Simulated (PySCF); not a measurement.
FH4N2OTa, SMILES [NH2][Ta]([NH2])(=[O])[F], multiplicity 1. Coordinates come from a PBE-D3(BJ)/def2-SVP optimisation. The spin state was assumed, not searched. The structure was generated by enumeration; whether it is a known compound was not checked. The def2 effective core potentials stand for the cores of Ta; spin–orbit coupling is left out. One conformer was computed; it need not be the lowest.

**Question.** Give the equilibrium geometry at PBE-D3(BJ)/def2-SVP (PySCF confirms it by a frequency run) as a Z-matrix, and its point group. (The exact figures need the calculation; the answer reports its results.)

**Answer.** Several could match; the one computed here: point group Cs.
```
Ta
O 1 1.7381
F 1 1.9174 2 113.03
N 1 1.9913 2 105.75 3 120.81
H 4 1.0251 1 124.94 2 0.81
H 4 1.0262 5 109.26 1 -174.73
N 1 1.9913 2 105.75 4 118.37
H 7 1.0251 1 124.94 2 -0.81
H 7 1.0262 8 109.26 1 174.73
```
Charge 0, spin multiplicity 1.
